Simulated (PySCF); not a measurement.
C₃H₁₁BO₂Si (SMILES C[Si](C)(C)B(O)O), singlet, geometry from GFN2-xTB, atoms displaced at random by about 0.08 Å a coordinate; PBE0/STO-3G, gradient (PySCF).

PySCF was given this input:
```python
from pyscf import gto, scf, dft

mol = gto.M(
    atom='''
B     0.51749258   -0.42858586    1.14685717
O     0.16370420   -1.40970347    1.89429352
H     0.84475460   -1.51609329    2.65057858
O     1.74401937    0.70545303    1.53119736
H     2.24550585    0.22340718    2.23099691
Si   -0.29012830    0.14457003   -0.59561196
C     0.74659633    1.05023238   -1.91189563
C    -1.81069260    1.31319330   -0.10041947
C    -1.21699898   -1.36603518   -1.43308614
H     0.23896890    1.29138863   -2.69061651
H     1.24193418    2.04849404   -1.41302654
H     1.48518852    0.21240389   -2.16767944
H    -1.52579301    2.25341676    0.33117697
H    -2.50610289    0.90042192    0.46604594
H    -2.38178576    1.64651015   -1.14247003
H    -1.75707382   -1.79187634   -0.75937022
H    -0.23644762   -2.05631888   -1.72276175
H    -1.66051366   -1.00851654   -2.19318248
''',
    basis='sto-3g',
    verbose=4,
)

mf = dft.RKS(mol)
mf.xc = 'pbe0'
mf.grids.level = 5
mf.kernel()
g = mf.nuc_grad_method()
g.grid_response = True
grad = g.kernel()
```

The log (banner, timings and long lists left out):

```
PySCF version 2.14.0

[INPUT] verbose = 4
[INPUT] num. atoms = 18
[INPUT] num. electrons = 64
[INPUT] charge = 0
[INPUT] spin (= nelec alpha-beta = 2S) = 0
[INPUT] symmetry False subgroup None
[INPUT] Mole.unit = angstrom
[INPUT] Symbol           X                Y                Z      unit          X                Y                Z       unit  Magmom
[...]
nuclear repulsion = 363.770996662555
number of shells = 34
number of NR pGTOs = 150
number of NR cGTOs = 50
basis = sto-3g
ecp = {}

******** <class 'pyscf.dft.rks.RKS'> ********
method = RKS
initial guess = minao
damping factor = 0
level_shift factor = 0
DIIS = <class 'pyscf.scf.diis.CDIIS'>
diis_start_cycle = 1
diis_space = 8
diis_damp = 0
SCF conv_tol = 1e-09
SCF conv_tol_grad = None
SCF max_cycles = 50
direct_scf = True
direct_scf_tol = 1e-13
XC library pyscf.dft.libxc version 7.1.2
    S. Lehtola, C. Steigemann, M. J. T. Oliveira, and M. A. L. Marques,  SoftwareX 7, 1–5 (2018)
XC functionals = pbe0
    C. Adamo and V. Barone,  J. Chem. Phys. 110, 6158 (1999)
    M. Ernzerhof and G. E. Scuseria,  J. Chem. Phys. 110, 5029 (1999)
radial grids:
    Treutler-Ahlrichs [JCP 102, 346 (1995); DOI:10.1063/1.469408] (M4) radial grids

becke partition: Becke, JCP 88, 2547 (1988); DOI:10.1063/1.454033
pruning grids: <function nwchem_prune>
grids dens level: 5
symmetrized grids: False
atomic radii adjust function: <function treutler_atomic_radii_adjust>
small_rho_cutoff = 0
Set gradient conv threshold to 3.16228e-05
Initial guess from minao.
tot grids = 560544
init E= -578.267086861809
[...]
cycle= 1 E= -577.883208197556  delta_E= 0.384  |g|= 0.761  |ddm|=  4.9
[...]
cycle= 2 E= -577.374753472046  delta_E= 0.508  |g|= 1.57  |ddm|= 2.65
[...]
cycle= 3 E= -578.055365814298  delta_E= -0.681  |g|= 0.356  |ddm|= 1.93
[...]
cycle= 4 E= -578.093270527023  delta_E= -0.0379  |g|= 0.0864  |ddm|= 0.532
[...]
cycle= 5 E= -578.095600713907  delta_E= -0.00233  |g|= 0.0208  |ddm|= 0.125
[...]
cycle= 6 E= -578.095751520997  delta_E= -0.000151  |g|= 0.00393  |ddm|= 0.0308
[...]
cycle= 7 E= -578.095757244812  delta_E= -5.72e-06  |g|= 0.000904  |ddm|= 0.00729
[...]
cycle= 8 E= -578.095757582858  delta_E= -3.38e-07  |g|= 0.000266  |ddm|= 0.0017
[...]
cycle= 9 E= -578.095757606554  delta_E= -2.37e-08  |g|= 0.000101  |ddm|= 0.000353
[...]
cycle= 10 E= -578.095757610381  delta_E= -3.83e-09  |g|= 1.77e-05  |ddm|= 0.000188
[...]
cycle= 11 E= -578.09575761049  delta_E= -1.08e-10  |g|= 3.62e-06  |ddm|= 3.05e-05
[...]
Extra cycle  E= -578.095757610493  delta_E= -2.84e-12  |g|= 3.27e-06  |ddm|= 1.1e-05
converged SCF energy = -578.095757610493

******** <class 'pyscf.grad.rks.Gradients'> for <class 'pyscf.dft.rks.RKS'> ********
unit = Eh/Bohr
grid_response = True
--------------- RKS gradients ---------------
         x                y                z
0 B    -0.1071322499    -0.1595945897     0.0511116166
1 O     0.0001001994     0.0595972765    -0.0539688931
2 H     0.0131790327     0.0027902958     0.0003919101
3 O     0.1059700002     0.0667262392     0.0550350759
4 H    -0.0216585216     0.0209441002    -0.0357942112
5 Si     0.0713406961    -0.0077018077    -0.0129040375
6 C    -0.1217754023     0.0298219216    -0.1734535369
7 C    -0.0627453154    -0.0472304513     0.1561327208
8 C    -0.2694928969    -0.0028082831    -0.0377929013
9 H     0.0840971675    -0.0391669373     0.1259194080
10 H     0.0219681481     0.0669172338     0.0355464509
11 H     0.0083384240    -0.0422699564     0.0002447674
12 H    -0.0103951394    -0.0136422940    -0.0109912323
13 H     0.0772747415     0.0545956442    -0.0679556973
14 H    -0.0357637531     0.0239297933    -0.0646872536
15 H     0.0869747355     0.0707826149    -0.0955973239
16 H     0.0761632633    -0.0345065711    -0.0101296215
17 H     0.0835568703    -0.0491842287     0.1388927589
----------------------------------------------
```
